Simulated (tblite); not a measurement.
Task: What does the GFN2-xTB structure of `N[Si@@H](O)C1CCCC1` look like in three dimensions?

Result: 
```
atom  x, y, z in Å
N1     2.648    0.653    1.120
Si2    1.712    1.009   -0.291
O3     2.390    0.241   -1.556
C4    -0.050    0.421    0.113
C5    -0.203   -1.087    0.321
C6    -1.713   -1.337    0.220
C7    -2.269   -0.189   -0.644
C8    -1.058    0.680   -1.006
H9     3.642    0.810    1.071
H10    2.305    0.959    2.015
H11    1.726    2.380   -0.800
H12    2.565   -0.695   -1.511
H13   -0.415    0.923    1.014
H14    0.211   -1.422    1.271
H15    0.311   -1.623   -0.481
H16   -1.926   -2.312   -0.219
H17   -2.165   -1.318    1.213
H18   -2.774   -0.560   -1.535
H19   -2.993    0.395   -0.075
H20   -1.317    1.734   -1.096
H21   -0.635    0.356   -1.959
```

Any rigid rotation of these coordinates is as good. Atoms count from 1 in this order. O3 (silanol oxygen) is bent (angle 120.2°). N1 (silicon-bound nitrogen) is pyramidal (angles 118.6°, 117.5° and 109.4°, sum 345.5°, 0.26 Å off the plane of its three neighbours). Si2 (oxygen-bound silicon) is distorted tetrahedral (angles from 99.7° to 118.1°). The 5-membered ring C4–C5–C6–C7–C8 has internal angles of 101.6° to 105.7° (sum 522°, against 540° for a flat polygon); it is puckered, 0.19 Å rms from its mean plane, widest ring torsion 41°.

Bonds between heavy atoms (Å): N1–Si2 1.730, Si2–O3 1.627, Si2–C4 1.901, C4–C5 1.530, C5–C6 1.534, C6–C7 1.541, C7–C8 1.534, C4–C8 1.528.

Computed geometry: GFN2-xTB, gas phase.

Point group: C1 (no symmetry element, even within 0.4 Å). Its GFN2-xTB frequencies are all real (lowest 26 cm⁻¹). The numbers are those of one conformer (H–N1–Si2–O3 52° and -173°, N1–Si2–O3–H 53°, N1–Si2–C4–C5 -65°, Si2–C4–C5–C6 -164°, C4–C5–C6–C7 25°, C5–C6–C7–C8 0°, C6–C7–C8–C4 -25°).

Hardware: Arm Neoverse N1, one thread, no GPU, shared host with 64 logical CPUs at a one-minute load of 55. Cost: 0.74 s wall. This is the geometry optimisation.
